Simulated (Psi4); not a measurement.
C$_{3}$H$_{6}$Cl (SMILES CC[CH-]Cl), charge -1, singlet, at a GFN2-xTB geometry (a gas-phase anion, which may not be bound at this level); Psi4 with TPSSH/3-21G.

The Psi4 input:
```
memory 2 GB

molecule mol {
-1 1
C     0.878742   -0.577462    0.011782
C     2.361287   -0.210903    0.018924
C     0.052607    0.709878    0.084698
H     0.663317   -1.194155    0.896615
H     0.684162   -1.220681   -0.873795
H     2.995668   -1.101675    0.039681
Cl   -1.731620    0.119089    0.008980
H     2.611738    0.368780   -0.870239
H     2.586503    0.400820    0.891583
H     0.140340    1.193323   -0.928931
}

set {
  basis 3-21g
  reference rks
}

energy('tpssh')
print_variables()
```

### Question
Write the output that Psi4 gives for this input, abridged.

### Answer

```
   => Loading Basis Set <=

    Name: 3-21G
    Role: ORBITAL
    Keyword: BASIS

         ---------------------------------------------------------
                                   SCF
               by Justin Turney, Rob Parrish, Andy Simmonett
                          and Daniel G. A. Smith
                              RKS Reference
         ---------------------------------------------------------

  ==> Geometry <==

    Molecular point group: c1
    Full point group: C1

    Geometry (in Angstrom), charge = -1, multiplicity = 1:

       Center              X                  Y                   Z               Mass
    ------------   -----------------  -----------------  -----------------  -----------------
         C            1.025252773455    -0.598974686475     0.000782056608    12.000000000000
         C            2.507797773455    -0.232415686475     0.007924056608    12.000000000000
         C            0.199117773455     0.688365313525     0.073698056608    12.000000000000
         H            0.809827773455    -1.215667686475     0.885615056608     1.007825032230
         H            0.830672773455    -1.242193686475    -0.884794943392     1.007825032230
         H            3.142178773455    -1.123187686475     0.028681056608     1.007825032230
         CL          -1.585109226545     0.097576313525    -0.002019943392    34.968852682000
         H            2.758248773455     0.347267313525    -0.881238943392     1.007825032230
         H            2.733013773455     0.379307313525     0.880583056608     1.007825032230
         H            0.286850773455     1.171810313525    -0.939930943392     1.007825032230

  Running in c1 symmetry.

  Rotational constants: A =      0.90550  B =      0.08046  C =      0.07664 [cm^-1]
  Rotational constants: A =  27146.24680  B =   2412.24008  C =   2297.52681 [MHz]
  Nuclear repulsion =  147.052840588888529

  Charge       = -1
  Multiplicity = 1
  Electrons    = 42
  Nalpha       = 21
  Nbeta        = 21

  ==> Algorithm <==

  SCF Algorithm Type is DF.
  DIIS enabled.
  MOM disabled.
  Fractional occupation disabled.
  Guess Type is SAD.
  Energy threshold   = 1.00e-06
  Density threshold  = 1.00e-06
  Integral threshold = 1.00e-12

  ==> Primary Basis <==

  Basis Set: 3-21G
    Blend: 3-21G
    Number of shells: 34
    Number of basis functions: 52
    Number of Cartesian functions: 52
    Spherical Harmonics?: false
    Max angular momentum: 1

  ==> DFT Potential <==

   => LibXC <=

[...]
   @DF-RKS iter   4:  -575.23579688076950   -2.61511e-03   6.73660e-04 ADIIS/DIIS
   @DF-RKS iter   5:  -575.23649059902482   -6.93718e-04   1.04159e-04 ADIIS/DIIS
   @DF-RKS iter   6:  -575.23650485037876   -1.42514e-05   3.14305e-05 DIIS
   @DF-RKS iter   7:  -575.23650646997487   -1.61960e-06   4.15909e-06 DIIS
   @DF-RKS iter   8:  -575.23650649908484   -2.91100e-08   1.10725e-06 DIIS
   @DF-RKS iter   9:  -575.23650650066099   -1.57615e-09   3.56139e-07 DIIS
  Energy and wave function converged.

  ==> Post-Iterations <==

   Electrons on quadrature grid:
      Ntotal   =   41.9999693154 ; deviation = -3.068e-05

    Orbital Energies [Eh]
    ---------------------

    Doubly Occupied:

[...]
    Virtual:

[...]
      52A      2.362927

    Final Occupation by Irrep:
              A
    DOCC [    21 ]
    NA   [    21 ]
    NB   [    21 ]

  @DF-RKS Final Energy:  -575.23650650066099

   => Energetics <=

    Nuclear Repulsion Energy =            147.0528405888885288
    One-Electron Energy =               -1090.8723541369668055
    Two-Electron Energy =                 410.9946740283547229
    DFT Exchange-Correlation Energy =     -42.4116669809375608
    Empirical Dispersion Energy =           0.0000000000000000
    VV10 Nonlocal Energy =                  0.0000000000000000
    Total Energy =                       -575.2365065006611076

Computation Completed

Properties will be evaluated at   0.000000,   0.000000,   0.000000 [a0]

Properties computed using the SCF density matrix

 Multipole Moments:

 ------------------------------------------------------------------------------------
     Multipole            Electronic (a.u.)      Nuclear  (a.u.)        Total (a.u.)
 ------------------------------------------------------------------------------------

 L = 1.  Multiply by 2.5417464519 to convert [e a0] to [Debye]
 Dipole X            :        -10.6616961           11.3514822            0.6897861
 Dipole Y            :          0.9081991           -1.6667708           -0.7585718
 Dipole Z            :          0.4331166           -0.8522659           -0.4191492
 Magnitude           :                                                    1.1076652

 ------------------------------------------------------------------------------------

  Variable Map:
  ----------------------------------------------------------------------------
[...]
  Array Variable Map:
  ----------------------------------------------------------------------------
[...]
[...]
```
